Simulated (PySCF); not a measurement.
Computed with ωB97X-D3(BJ)/def2-TZVP // PBE0-D3(BJ)/def2-SVP (PySCF 2.14.0). All species are isolated molecules in the gas phase. Delta-SCF ions had no search for a lower state. Excitations are Tamm–Dancoff values on a coarser integration grid. The basis has no diffuse functions, so Rydberg states are missing or too high.

Reference species (SMILES): `[SiH3]c1cc2ccc(Cl)cc2s1` (neutral, multiplicity 1).

brightest of the four lowest singlets (TDA): 6.00 eV
vertical ionisation energy (Delta-SCF): 8.33 eV

Changed species: `[SiH3]c1cc(Cl)cc2sccc12`.

Question: What does the change do to the brightest of the four lowest singlets (TDA) and vertical ionisation energy (Delta-SCF)?

Answer: the brightest of the four lowest singlets (TDA) rises by 0.04 eV, to 6.04 eV; the vertical ionisation energy (Delta-SCF) stays essentially unchanged.
